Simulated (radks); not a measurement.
Polarisability of neutral sulfur, [Ne] 3s2 3p4, at imaginary frequency. Method: scalar-relativistic Kohn-Sham, LDA (Slater exchange, Perdew-Wang correlation), spin-polarised, spherical densities, finite nucleus; open shells are filled with parallel spins first; Fermi nuclear charge, rms radius 3.2611 fm; computed with a radial shooting solver on a logarithmic mesh with Libxc functionals. Response by self-consistent Sternheimer equations with the Hartree and adiabatic LDA kernel, the relativistic mass of each level held fixed and spin-orbit coupling left out.

w (hartree),alpha1(iw) (bohr^3)
0.00266,21.26
0.0143,21.23
0.0360,21.08
0.0697,20.58
0.118,19.45
0.186,17.43
0.280,14.50
0.413,10.98
0.605,7.479
0.892,4.529
1.35,2.426
2.12,1.146
3.59,0.4729
6.94,0.1632
17.5,0.03613

Static values: alpha1 = 21.26 bohr^3 (3.151 angstrom^3; uncoupled 31.88). C6 = 146.7, triple-dipole C9 = 2256 atomic units. One-pole (London) frequency 4 C6 / (3 alpha1^2) = 0.432 hartree, against 0.228 for minus the highest occupied eigenvalue. Recommended static value: 19.4 bohr^3 (Schwerdtfeger and Nagle, 2023 table).
